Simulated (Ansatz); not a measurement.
Nudged elastic band run: AlH$_{5}$O$_{2}$Si

input.yaml

```yaml
crystal:
  periodic: [false, false, false]
  atoms:
    - { symbol: O, position_ang: [-0.4509, 1.618573, -1.07179] }
    - { symbol: Si, position_ang: [0.561861, 0.593859, -0.106726] }
    - { symbol: O, position_ang: [1.663521, -0.373947, -1.032322] }
    - { symbol: Al, position_ang: [-0.837954, -0.862769, 1.326111] }
    - { symbol: H, position_ang: [-1.165553, 1.293378, -1.637216] }
    - { symbol: H, position_ang: [1.465285, 1.566015, 0.576457] }
    - { symbol: H, position_ang: [1.392421, -1.116681, -1.59002] }
    - { symbol: H, position_ang: [-1.822503, -1.91946, 0.601567] }
    - { symbol: H, position_ang: [-0.806188, -0.798978, 2.933941] }
basis:
  gaussian: { orbitals: "6-31G" }
hamiltonian:
  xc: pbe0
  dispersion: d4
neb:
  order_check: false
  images: 5
  f_tol: 0.05
  max_iterations: 60
  final_atoms:
    - { symbol: O, position_ang: [-0.77278512, 0.73109419, -0.2417991] }
    - { symbol: Si, position_ang: [1.02347086, 0.2921613, 0.04724726] }
    - { symbol: O, position_ang: [1.72079355, -0.20476602, -1.45785662] }
    - { symbol: Al, position_ang: [-1.00329488, -0.63349088, 1.08040385] }
    - { symbol: H, position_ang: [-1.23997296, 1.35855576, -0.8085953] }
    - { symbol: H, position_ang: [1.68761515, 1.63321601, 0.21079361] }
    - { symbol: H, position_ang: [1.61374471, -1.11641003, -1.76947049] }
    - { symbol: H, position_ang: [-1.55086547, -2.00089572, 0.4380185] }
    - { symbol: H, position_ang: [-1.47871584, -0.05947462, 2.5012603] }
  initial_path:
    images:
      - { positions_ang: [[-0.4509, 1.618573, -1.07179], [0.561861, 0.593859, -0.106726], [1.663521, -0.373947, -1.032322], [-0.837954, -0.862769, 1.326111], [-1.165553, 1.293378, -1.637216], [1.465285, 1.566015, 0.576457], [1.392421, -1.116681, -1.59002], [-1.822503, -1.91946, 0.601567], [-0.806188, -0.798978, 2.933941]] }
      - { positions_ang: [[-0.41006776, 1.53513662, -1.14254674], [0.55526878, 0.55825054, -0.13590386], [1.68200567, -0.3777503, -1.00615502], [-0.85130605, -0.87399495, 1.30256903], [-1.18455601, 1.41492627, -1.4680363], [1.43273297, 1.56477329, 0.50975414], [1.43821095, -1.09794379, -1.59278366], [-1.81359829, -1.96833097, 0.64250862], [-0.84870026, -0.7550767, 2.89059579]] }
      - { positions_ang: [[-0.36923551, 1.45170025, -1.21330348], [0.54867656, 0.52264208, -0.16508172], [1.70049033, -0.3815536, -0.97998805], [-0.86465809, -0.8852209, 1.27902705], [-1.20355902, 1.53647454, -1.2988566], [1.40018093, 1.56353157, 0.44305129], [1.4840009, -1.07920659, -1.59554731], [-1.80469358, -2.01720195, 0.68345025], [-0.89121252, -0.7111754, 2.84725058]] }
      - { positions_ang: [[-0.32840327, 1.36826387, -1.28406022], [0.54208434, 0.48703362, -0.19425958], [1.718975, -0.3853569, -0.95382107], [-0.87801014, -0.89644686, 1.25548508], [-1.22256203, 1.65802281, -1.12967691], [1.3676289, 1.56228986, 0.37634843], [1.52979085, -1.06046938, -1.59831097], [-1.79578887, -2.06607292, 0.72439187], [-0.93372478, -0.6672741, 2.80390537]] }
      - { positions_ang: [[-0.47653055, 1.15587398, -0.93663984], [0.70254651, 0.42207618, -0.1137573], [1.71958118, -0.32515994, -1.12183292], [-0.91977172, -0.80879486, 1.19712467], [-1.22836567, 1.55820046, -1.0226497], [1.47429098, 1.58593191, 0.32116349], [1.55777547, -1.07911627, -1.65536414], [-1.71414774, -2.04434719, 0.62893408], [-1.11538847, -0.46467427, 2.70302368]] }
      - { positions_ang: [[-0.62465784, 0.94348408, -0.58921947], [0.86300868, 0.35711874, -0.03325502], [1.72018736, -0.26496298, -1.28984477], [-0.9615333, -0.72114287, 1.13876426], [-1.23416931, 1.45837811, -0.9156225], [1.58095307, 1.60957396, 0.26597855], [1.58576009, -1.09776315, -1.71241731], [-1.6325066, -2.02262145, 0.53347629], [-1.29705215, -0.26207445, 2.60214199]] }
      - { positions_ang: [[-0.77278512, 0.73109419, -0.2417991], [1.02347086, 0.2921613, 0.04724726], [1.72079355, -0.20476602, -1.45785662], [-1.00329488, -0.63349088, 1.08040385], [-1.23997296, 1.35855576, -0.8085953], [1.68761515, 1.63321601, 0.21079361], [1.61374471, -1.11641003, -1.76947049], [-1.55086547, -2.00089572, 0.4380185], [-1.47871584, -0.05947462, 2.5012603]] }
```

Run as:

```bash
$ ansatz run input.yaml --threads 1 --pin off --max-ram 2048MiB --backend cpu --events-out ev --progress --plain --runs-dir out
```

Output, in part (warnings, iteration lines, the closing report on the highest movable image, with atoms numbered from 0):

```
NEB end point (image 0): max|allowed force component| = 2.365e-3 eV/Å (the criterion of neb.relax_end_points is 1.000e-2)
NEB end point (image 6): max|allowed force component| = 1.248e-2 eV/Å (the criterion of neb.relax_end_points is 1.000e-2)
NEB iter   1: max|band force component| = 9.488e0 eV/Å  barrier→ = 1.1434 eV  barrier← = 1.8447 eV  Δτ_max = 0.2000 Å  (175 SCF iters)
NEB iter   2: max|band force component| = 1.868e0 eV/Å  barrier→ = 0.4077 eV  barrier← = 1.1090 eV  Δτ_max = 0.1991 Å  (145 SCF iters)
NEB iter   3: max|band force component| = 9.987e-1 eV/Å  barrier→ = 0.3131 eV  barrier← = 1.0144 eV  Δτ_max = 0.2000 Å  (146 SCF iters)
NEB iter   4: max|band force component| = 6.098e-1 eV/Å  barrier→ = 0.2652 eV  barrier← = 0.9665 eV  Δτ_max = 0.1994 Å  (143 SCF iters)
NEB iter   5: max|band force component| = 5.903e-1 eV/Å  barrier→ = 0.1911 eV  barrier← = 0.8924 eV  Δτ_max = 0.1992 Å  (140 SCF iters)
NEB iter   6: max|band force component| = 7.965e-1 eV/Å  barrier→ = 0.1073 eV  barrier← = 0.8086 eV  Δτ_max = 0.1000 Å  (145 SCF iters)
NEB iter   7: max|band force component| = 5.306e-1 eV/Å  barrier→ = 0.0917 eV  barrier← = 0.7930 eV  Δτ_max = 0.1981 Å  (146 SCF iters)
NEB iter   8: max|band force component| = 2.484e-1 eV/Å  barrier→ = 0.0661 eV  barrier← = 0.7673 eV  CI = image 3  Δτ_max = 0.1967 Å  (143 SCF iters)
NEB iter   9: max|band force component| = 3.308e-1 eV/Å  barrier→ = 0.0995 eV  barrier← = 0.8007 eV  CI = image 3  Δτ_max = 0.0999 Å  (140 SCF iters)
NEB iter  10: max|band force component| = 2.462e-1 eV/Å  barrier→ = 0.0964 eV  barrier← = 0.7976 eV  CI = image 3  Δτ_max = 0.0997 Å  (144 SCF iters)
NEB iter  11: max|band force component| = 1.132e-1 eV/Å  barrier→ = 0.0984 eV  barrier← = 0.7997 eV  CI = image 3  Δτ_max = 0.1144 Å  (146 SCF iters)
NEB iter  12: max|band force component| = 7.434e-2 eV/Å  barrier→ = 0.0978 eV  barrier← = 0.7991 eV  CI = image 3  Δτ_max = 0.0361 Å  (140 SCF iters)
NEB iter  13: max|band force component| = 7.701e-2 eV/Å  barrier→ = 0.0971 eV  barrier← = 0.7984 eV  CI = image 3  Δτ_max = 0.0180 Å  (137 SCF iters)
NEB iter  14: max|band force component| = 4.285e-2 eV/Å  barrier→ = 0.0968 eV  barrier← = 0.7981 eV  CI = image 3  Δτ_max = 0.0361 Å  (129 SCF iters)
NEB iter  15: max|band force component| = 4.199e-2 eV/Å  barrier→ = 0.0964 eV  barrier← = 0.7976 eV  CI = image 3  Δτ_max = 0.0345 Å  (30 SCF iters)
NEB iter  16: max|band force component| = 5.331e-2 eV/Å  barrier→ = 0.0960 eV  barrier← = 0.7972 eV  CI = image 3  Δτ_max = 0.0361 Å  (25 SCF iters)
NEB iter  17: max|band force component| = 3.134e-2 eV/Å  barrier→ = 0.0956 eV  barrier← = 0.7968 eV  CI = image 3  Δτ_max = 0.0361 Å  (131 SCF iters)
NEB iter  18: max|band force component| = 5.917e-2 eV/Å  barrier→ = 0.0952 eV  barrier← = 0.7965 eV  CI = image 3  Δτ_max = 0.0361 Å  (25 SCF iters)
NEB iter  19: max|band force component| = 4.497e-2 eV/Å  barrier→ = 0.0948 eV  barrier← = 0.7961 eV  CI = image 3  Δτ_max = 0.0352 Å  (122 SCF iters)
NEB iter  20: max|band force component| = 8.204e-2 eV/Å  barrier→ = 0.0944 eV  barrier← = 0.7957 eV  CI = image 3  Δτ_max = 0.0361 Å  (24 SCF iters)
NEB iter  21: max|band force component| = 5.290e-2 eV/Å  barrier→ = 0.0941 eV  barrier← = 0.7954 eV  CI = image 3  Δτ_max = 0.0723 Å  (118 SCF iters)
NEB iter  22: max|band force component| = 4.967e-2 eV/Å  barrier→ = 0.0937 eV  barrier← = 0.7950 eV  CI = image 3  Δτ_max = 0.0463 Å  (129 SCF iters)
NEB iter  23: max|band force component| = 9.529e-2 eV/Å  barrier→ = 0.0934 eV  barrier← = 0.7947 eV  CI = image 3  Δτ_max = 0.0721 Å  (22 SCF iters)
NEB iter  24: max|band force component| = 5.408e-2 eV/Å  barrier→ = 0.0931 eV  barrier← = 0.7943 eV  CI = image 3  Δτ_max = 0.0722 Å  (129 SCF iters)
NEB iter  25: max|band force component| = 7.831e-2 eV/Å  barrier→ = 0.0927 eV  barrier← = 0.7940 eV  CI = image 3  Δτ_max = 0.0361 Å  (129 SCF iters)
NEB iter  26: max|band force component| = 6.724e-2 eV/Å  barrier→ = 0.0925 eV  barrier← = 0.7938 eV  CI = image 3  Δτ_max = 0.0261 Å  (118 SCF iters)
NEB iter  27: max|band force component| = 4.770e-2 eV/Å  barrier→ = 0.0924 eV  barrier← = 0.7937 eV  CI = image 3  Δτ_max = 0.0000 Å  (249 SCF iters)
Total energy: -18636.50073059 eV, -684.8787695753 hartree
Atom 0 at    -0.349785     1.501879    -1.207760 Å, force    -0.006541    -0.003482     0.018110 eV/Å
Atom 1 at     0.598741     0.493318    -0.160973 Å, force     0.010613    -0.006265     0.000712 eV/Å
Atom 2 at     1.612869    -0.467377    -1.170795 Å, force    -0.002992     0.001902     0.000594 eV/Å
Atom 3 at    -0.844343    -0.918096     1.286636 Å, force    -0.003817    -0.000342    -0.002780 eV/Å
Atom 4 at    -1.212781     1.872222    -0.980092 Å, force    -0.002692     0.006790    -0.012930 eV/Å
Atom 5 at     1.607458     1.323763     0.583390 Å, force     0.001631    -0.001216    -0.001749 eV/Å
Atom 6 at     1.255835    -1.048408    -1.857634 Å, force     0.000467     0.000242    -0.001755 eV/Å
Atom 7 at    -1.024475    -2.489418     0.978878 Å, force     0.004107    -0.000232     0.001840 eV/Å
Atom 8 at    -1.643528    -0.267891     2.528353 Å, force    -0.000777     0.002602    -0.002040 eV/Å
Dipole moment:    -0.563443    -0.136213     0.248565 e Å
```

It converged. The band force fell under the threshold earlier too, but the program's further tests of the path sent the band on. The dihedral H5–O1–Si2–H6 jumps by 131° between images 3 and 4, so the path isn't resolved there. A vibrational analysis at the climbing image gives one clearly imaginary mode, 181i cm⁻¹: a first-order saddle point. Limits of this set-up: no polarisation functions.

Final band (atoms are numbered from 1 in the order of the input):

```csv
image,path coordinate (Å),energy (kcal/mol),O1–Al4 (Å),dihedral H5–O1–Si2–H6 (°)
0,0.00,0.0,3.47,-179
1,0.72,0.1,3.49,176
2,1.43,0.6,3.51,-172
3,2.15,2.1,3.51,-96
4,3.02,-3.0,3.05,35
5,3.90,-6.0,2.42,45
6,4.78,-16.2,1.91,47
```

The run took 5.6 min on 1 thread of Arm Neoverse V1, with other jobs on the host, peak memory 0.12 GiB.
